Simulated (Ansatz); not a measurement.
methanethiol (CH4S), singlet, at a GFN2-xTB geometry; PBE/cc-pVDZ (Ansatz, a quantum-chemistry and plane-wave program).

Input for Ansatz:
Ansatz 0.2 input:
```yaml
crystal:
  periodic: [false, false, false]
  atoms:
    - {symbol: C, position_ang: [-0.05927499, 1.15601846, 0.01107955]}
    - {symbol: S, position_ang: [-0.04290118, -0.66526221, -0.00699584]}
    - {symbol: H, position_ang: [1.28189339, -0.79710439, 0.00234827]}
    - {symbol: H, position_ang: [-1.10311348, 1.45230554, 0.00564055]}
    - {symbol: H, position_ang: [0.42444570, 1.51749985, 0.91319673]}
    - {symbol: H, position_ang: [0.43884321, 1.53538357, -0.87572948]}
basis:
  gaussian:
    orbitals: cc-pVDZ
hamiltonian:
  xc: pbe
accuracy: high
```

Problem. What does Ansatz print? Leave out banner, timings and long lists.

Solution. 
```
Functional definition: PBE
1212 factors; integrals over basis functions are off by at most 3.9e-9 eV
mean field evaluation 1: about -11926.4052 eV, gradient 4.4e1 eV
mean field evaluation 2: about -11919.6304 eV, gradient 6.3e1 eV
mean field evaluation 4: about -11931.1507 eV, gradient 2.0e0 eV
mean field evaluation 8: about -11931.1575 eV, gradient 7.2e-2 eV
mean field evaluation 16: about -11931.1575 eV, gradient 2.6e-6 eV
mean field -11931.15753238 eV, -438.4619520858 hartree, gradient 6.0e-8 eV, S^2 0.000000; 0 other end points of the search recorded, 0 dependent functions left out
reference -11931.15753483 eV, -438.4619521758 hartree; 13, 13 occupied and 39, 39 virtual orbitals, 1212 factors
Total energy: -11931.15753483 eV, -438.4619521758 hartree
```
